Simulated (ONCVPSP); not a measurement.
In (Z = 49), ONCV: configuration errors across variants

In, optimised norm-conserving Vanderbilt (ONCV), made with ONCVPSP 4.0.1 (LDA (Perdew-Wang 92), scalar-relativistic). Core [Ar] 3d10, reference 4s2 4p6 4d10 5s2 5p1. Waves: 4s+5s: rc 1.60 bohr, ncon 4, nbas 8, qcut 8.6 1/bohr, 2 projectors; 4p+5p: rc 1.55 bohr, ncon 4, nbas 7, qcut 9.7 1/bohr, 2 projectors; 4d: rc 1.30 bohr, ncon 4, nbas 9, qcut 13.9 1/bohr, 2 projectors, debl 1.3 Ha. Local part: polynomial inside 1.05 bohr (lpopt 5, dvloc0 0 Ha). Core correction: none.

All-electron excitation energies from the reference (eV): (1) 4s2 4p6 4d10 5s2 5p0 5.589; (2) 4s2 4p6 4d10 5s1 5p0 25.244; (3) 4s2 4p5 4d10 5s2 5p1 85.552.

2 further variants failed, have other tests or another functional or relativity, and are left out.

Errors AE − PS in meV (a dash: test not solved or not reliable):

```csv
change,(1),(2),(3),bound ghosts,GHOST(+) flags above zero
base,-1.2,-5.4,-100,none,s
"all radii scaled by about 1.27 (s 2.04, p 1.96, d 1.66 bohr); local potential polynomial inside 1.34 bohr (lpopt 5, dvloc0 0 Ha)",-1.3,-6.4,-141,none,none
d: nproj 1,-1.1,-5.4,-94,none,s
s: qcut 5.3,-1.1,-5.8,-93,none,s
```

**Question.** Give the same row for: local potential polynomial inside 0.95 bohr (lpopt 5, dvloc0 0 Ha).

**Answer.** -1.2, -5.3, -99; bound ghosts: none; GHOST(+) flags above zero: s.
